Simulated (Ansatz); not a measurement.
Basis sets compared for GeMe3(NHMe) (C4H13GeN). Charge 0, multiplicity 1. Geometry B3LYP-D4/def2-SVP. Ansatz on 4 threads of Intel Xeon on a shared host; times are rough, and most runs start from earlier orbitals.

```xyz
19

Ge    0.2820    0.3332   -0.0416
C    -1.2273    1.5536   -0.3381
H    -1.4714    1.6028   -1.4100
H    -0.9741    2.5660    0.0140
H    -2.1224    1.2181    0.2080
C     0.6439    0.1934    1.8950
H     0.8907    1.1813    2.3161
H     1.4901   -0.4851    2.0856
H    -0.2375   -0.1956    2.4285
C     1.8891    0.9356   -0.9933
H     2.7320    0.2492   -0.8156
H     2.1875    1.9374   -0.6472
H     1.6988    0.9819   -2.0763
N    -0.1764   -1.2978   -0.7972
C    -1.3043   -2.0638   -0.3008
H     0.6255   -1.8895   -1.0028
H    -1.1504   -2.5530    0.6861
H    -2.1865   -1.4101   -0.1962
H    -1.5893   -2.8579   -1.0142
```

The 6-31G sets use Cartesian d functions.

Binding counts from free atoms (Ge triplet, C triplet, H doublet, N quartet) in the same basis, without a counterpoise term.

```
           level  functions  energy (Eh)  HOMO (eV)  LUMO (eV)  binding per atom (eV)  wall time
       HF/STO-3G         56   -2262.7609      -7.26      12.35                   3.65     0.76 s
        HF/6-31G        100   -2288.4567      -9.36       4.99                   2.71      2.2 s
 PBE-D4/def2-SVP        167   -2291.0013      -4.58       0.57                   3.88      3.3 s
PBE0-D4/def2-SVP        167   -2291.1008      -6.02       1.40                   3.84        5 s
```

Task: Estimate the rows for HF/def2-TZVP, PBE-D4/def2-TZVP, PBE0-D4/def2-TZVP.

Result: 
```tsv
level	functions	energy (Eh)	HOMO (eV)	LUMO (eV)	binding per atom (eV)	wall time
HF/def2-TZVP	281	-2288.9596	-9.55	3.24	2.82	8 s
PBE-D4/def2-TZVP	281	-2291.5075	-4.82	0.01	3.86	5.5 s
PBE0-D4/def2-TZVP	281	-2291.5988	-6.18	0.79	3.82	9 s
```
